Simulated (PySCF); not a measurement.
Species: C6H6O2Si.
Atom-mapped SMILES: `[O:1]=[C:2]1[CH:3]=[CH:4][C:5](=[O:6])[C:7]([SiH3:8])=[CH:9]1` (hydrogens: H10 on C3; H11 on C4; H12, H13, H14 on Si8; H15 on C9)

Method: HF/def2-SV(P) geometry optimisation, gas phase in PySCF 2.14.0; density fitting; the optimiser is geomeTRIC in internal coordinates, started from a GFN2-xTB structure.

At the end of the run (lengths in Å): O1=C2 1.188, C5=O6 1.191, C5–C7 1.498, Si8–H13 1.480, Si8–H14 1.480, C2–C9 1.494, Si8–H12 1.484, C5–C7–Si8 117.1°, Si8–C7–C9 123.7°, C4–C5–O6 121.0°, O6–C5–C7 120.7°, O1–C2–C3–C4 180°, C2–C3–C4–C5 0°, C3–C4–C5–O6 180°.

**Question.** These geometries were met on the way; a selection of coordinates is given. Order them by energy above the end point, lowest first.
A. O1=C2 1.216, C5=O6 1.218, C5–C7 1.471, Si8–H13 1.459, Si8–H14 1.459, C2–C9 1.473, Si8–H12 1.464, C5–C7–Si8 112.1°, Si8–C7–C9 127.5°, C4–C5–O6 122.6°, O6–C5–C7 119.9°, O1–C2–C3–C4 180°, C2–C3–C4–C5 0°, C3–C4–C5–O6 180°
B. O1=C2 1.188, C5=O6 1.191, C5–C7 1.498, Si8–H13 1.480, Si8–H14 1.480, C2–C9 1.494, Si8–H12 1.484, C5–C7–Si8 117.4°, Si8–C7–C9 123.6°, C4–C5–O6 120.9°, O6–C5–C7 120.8°, O1–C2–C3–C4 180°, C2–C3–C4–C5 0°, C3–C4–C5–O6 180°
C. O1=C2 1.184, C5=O6 1.187, C5–C7 1.500, Si8–H13 1.476, Si8–H14 1.476, C2–C9 1.495, Si8–H12 1.480, C5–C7–Si8 119.1°, Si8–C7–C9 122.6°, C4–C5–O6 118.9°, O6–C5–C7 122.7°, O1–C2–C3–C4 180°, C2–C3–C4–C5 0°, C3–C4–C5–O6 180°

**Answer.** B (0.001 eV), C (0.018 eV), A (0.157 eV).

```json
{"step": "5", "E above end (eV)": "0.001", "rms distance from the end, all atoms (Å)": "0.005", "largest force (eV/Å)": "0.063", "rms shift of all bonds from the end (Å)": "0.000"}
{"step": "1", "E above end (eV)": "0.018", "rms distance from the end, all atoms (Å)": "0.028", "largest force (eV/Å)": "0.544", "rms shift of all bonds from the end (Å)": "0.003"}
{"step": "0", "E above end (eV)": "0.157", "rms distance from the end, all atoms (Å)": "0.079", "largest force (eV/Å)": "2.517", "rms shift of all bonds from the end (Å)": "0.017"}
```

Rows stand in the order of the answer.
